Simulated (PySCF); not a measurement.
Ge(Vi)(OH)(NH2)2, SMILES C=[CH][Ge]([NH2])([NH2])[OH] (B3LYP/def2-SVP optimised geometry):

```
14

C     -1.657     0.600     0.670
C     -0.566     0.206     0.000
Ge     0.073    -1.638     0.000
N     -0.745    -2.476     1.410
N     -0.248    -2.688    -1.465
O      1.872    -1.638     0.000
H     -2.248    -0.106     1.265
H     -2.010     1.638     0.653
H     -0.006     0.942    -0.591
H     -0.579    -3.480     1.447
H     -0.603    -2.072     2.333
H      0.472    -2.604    -2.180
H     -1.162    -2.568    -1.895
H      2.248    -1.082     0.694
```

Calculation: B3LYP/def2-TZVP run with PySCF.

### Question
What are the frontier orbital energies and the dipole moment?

### Answer
HOMO-2 -7.86 eV, HOMO-1 -7.14 eV, HOMO -6.97 eV, LUMO -0.78 eV, LUMO+1 0.24 eV; dipole moment 1.86 D.

On the same geometry PBE/def2-TZVP in PySCF gives HOMO-2 -6.70 eV, HOMO-1 -5.90 eV, HOMO -5.79 eV, LUMO -1.51 eV, LUMO+1 -0.27 eV; dipole moment 1.68 D.

Meta-Löwdin charges at B3LYP/def2-TZVP: C1 -0.21, C2 -0.35, Ge3 1.15, N4 -0.72, N5 -0.71, O6 -0.76, H7 0.12, H8 0.12, H9 0.12, H10 0.23, H11 0.22, H12 0.23, H13 0.23, H14 0.33.
